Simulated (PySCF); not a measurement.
C₂H₃F₃Si₂, SMILES [Si](F)(F)(C#C[SiH3])F.

Geometry optimised at PBE0-D3(BJ)/def2-SVP. The structure was generated by enumeration, and PubChem lists no compound with its InChIKey, so it may never have been made.

Calculation: PBE/def2-TZVP in PySCF.

Isolated molecule, no solvent.

* **total energy**: -956.19118 hartree
* **point group**: C3
* **highest occupied level**: -7.79 eV
* **lowest empty level**: -2.34 eV
* **orbital gap**: 5.46 eV
* **dipole moment**: 0.576 e·Å
* **quadrupole, principal values (traceless, Buckingham form, about the centre of nuclear charge)**: -3.38, -3.38, 6.77 D·Å
* **mean static polarisability**: 72.8 bohr³ (10.79 Å³)
* **polarisability, principal values**: 55.8, 55.8, 106.8 bohr³
